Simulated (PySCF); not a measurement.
Question: What does the PBE0-D3(BJ)/def2-SVP structure of `[F][GeH2][GeH2][SiH3]` look like in three dimensions?

Answer: 
```
atom  x, y, z in Å
F1     1.5430   -1.5165   -0.7872
Ge2    1.9326   -0.1082    0.1914
Ge3   -0.1916    1.0495    0.3651
Si4   -1.7899   -0.5399   -0.4009
H5     2.4625   -0.6695    1.5244
H6     3.0421    0.6351   -0.5751
H7    -0.4455    1.4719    1.8243
H8    -0.1774    2.3127   -0.5162
H9    -1.7460   -1.7359    0.4912
H10   -3.1662    0.0428   -0.3707
H11   -1.4528   -0.9368   -1.7982
```

Orientation and origin are arbitrary. Atoms count from 1 in this order. Ge3 (germanium bonded to Ge, Si and 2 H) is distorted tetrahedral (angles from 104.3° to 112.2°). Si4 (SiH3 silicon) is tetrahedral (angles from 108.8° to 110.6°). Ge2 (germanium bonded to F, Ge and 2 H) is distorted tetrahedral (angles from 103.2° to 115.9°).

Bonds between heavy atoms (Å): F1–Ge2 1.759, Ge2–Ge3 2.425, Ge3–Si4 2.381.

Method: PySCF, PBE0-D3(BJ)/def2-SVP geometry optimisation, gas phase.

Point group: C1 (no symmetry element, even within 0.4 Å). Not checked by PBE0-D3(BJ)/def2-SVP frequencies. One conformer, not necessarily the lowest (F1–Ge2–Ge3–Si4 13°).
